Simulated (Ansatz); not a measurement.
Ge(vinyl)3(pyrrolidide) (C₁₀H₁₇GeN). Charge 0, multiplicity 1. Geometry PBE-D4/def2-SVP.

```tsv
atom	x (Å)	y (Å)	z (Å)
Ge1	0.207	-0.942	-0.261
C2	0.055	-2.386	1.047
C3	0.655	-2.328	2.251
H4	-0.514	-3.291	0.766
H5	1.242	-1.442	2.551
H6	0.594	-3.156	2.979
C7	-1.522	-0.658	-1.142
C8	-2.687	-1.110	-0.638
H9	-1.547	-0.032	-2.053
H10	-2.725	-1.736	0.272
H11	-3.661	-0.881	-1.106
C12	1.595	-1.278	-1.591
C13	1.340	-1.526	-2.889
H14	2.643	-1.293	-1.236
H15	0.311	-1.535	-3.291
H16	2.144	-1.740	-3.615
N17	0.771	0.552	0.718
C18	1.329	1.699	0.001
C19	0.145	2.674	-0.233
C20	-0.857	2.329	0.905
C21	-0.185	1.146	1.657
H22	1.835	1.386	-0.935
H23	2.100	2.192	0.642
H24	-0.311	2.490	-1.228
H25	0.467	3.736	-0.216
H26	-1.047	3.188	1.579
H27	-1.835	2.015	0.488
H28	0.368	1.531	2.548
H29	-0.911	0.394	2.030
```

(1) Estimate the orbital energies around the gap (eV) in Ansatz with LDA (SPW92)/def2-TZVP, PBE-D4/def2-TZVP, r2SCAN-D4/def2-TZVP, PBE0-D4/def2-SVP, PBE0-D4/def2-TZVP.

## Answers

(1) 
| orbital | LDA (SPW92)/def2-TZVP | PBE-D4/def2-TZVP | r2SCAN-D4/def2-TZVP | PBE0-D4/def2-SVP | PBE0-D4/def2-TZVP |
| --- | --- | --- | --- | --- | --- |
| HOMO−9 | -8.34 | -8.20 | -8.49 | -9.60 | -9.57 |
| HOMO−8 | -8.14 | -8.04 | -8.34 | -9.45 | -9.43 |
| HOMO−7 | -7.74 | -7.62 | -7.89 | -8.94 | -8.95 |
| HOMO−6 | -7.52 | -7.44 | -7.72 | -8.77 | -8.79 |
| HOMO−5 | -7.48 | -7.39 | -7.66 | -8.65 | -8.67 |
| HOMO−4 | -7.20 | -7.14 | -7.40 | -8.39 | -8.42 |
| HOMO−3 | -6.99 | -6.79 | -7.01 | -7.89 | -7.93 |
| HOMO−2 | -6.77 | -6.61 | -6.83 | -7.72 | -7.76 |
| HOMO−1 | -6.66 | -6.49 | -6.70 | -7.55 | -7.60 |
| HOMO | -4.95 | -4.80 | -5.03 | -5.98 | -6.06 |
| LUMO | -1.92 | -1.67 | -1.50 | -0.57 | -0.71 |
| LUMO+1 | -1.55 | -1.30 | -1.10 | -0.12 | -0.29 |
| LUMO+2 | -1.28 | -1.03 | -0.80 | 0.23 | 0.03 |
| LUMO+3 | 0.15 | 0.38 | 0.96 | 1.74 | 1.19 |
| LUMO+4 | 0.58 | 0.75 | 1.41 | 2.13 | 1.58 |
| LUMO+5 | 0.71 | 0.91 | 1.51 | 2.33 | 1.76 |
